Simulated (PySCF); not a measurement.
# SnAs⁺ from Hartree–Fock to correlated methods

State: ³Σ⁻ (triplet), unpaired electrons π ↑↑. Set-up: basis Sn def2-SVP with ECP28, As def2-SVP; scalar-relativistic core potentials; PySCF 2.14. De refers to Sn⁺ + As in their high-spin ground configurations, without counterpoise correction. The functionals are run spin-unrestricted. A positive dipole points towards As; it is taken about the centre of mass and depends on that origin.

```tsv
Level	Re (Å)	ωe (cm⁻¹)	De (eV)	μ (D)	CPU s a point (SCF and correlation, without the integrals)
UHF	2.629	223	0.74	-2.56	0.19
UHF-MP2	2.617	236	1.52	n/a	0.36
UHF-SCS-MP2	2.631	229	1.46	n/a	n/a
PBE	2.652	222	2.51	-1.40	0.85
PBEsol	2.627	229	2.69	-1.30	0.86
BP86	2.653	221	2.54	-1.39	0.86
r²SCAN	2.622	231	2.29	-1.61	1.5
PBE0	2.617	234	2.21	-1.71	1.2
MN15	2.599	237	2.05	-1.68	1.3
```

The bond length runs from 2.599 Å (MN15) to 2.653 Å (BP86). De spans 0.74 eV (UHF, mean field) to 2.69 eV (PBEsol, GGA).

Correlated steps freeze 13 core orbitals. Correlated levels converge slowly with the basis: in double zeta they bind strong bonds too weakly, by up to about 1 eV, and carry superposition errors of some tenths. Spin–orbit coupling is left out, which matters for elements this heavy, above all for dissociation energies. For an ion De counts to the pair picked by the measured ionisation energies or electron affinities, which need not be the lowest pair at this level. The state is the lowest determinant that a PBE0 search found; another state may lie lower at other levels.

The whole job (state search and all levels along the bond) took about 2.6 min on 1 thread of Arm Neoverse V2 (shared host), peak memory 0.74 GiB.
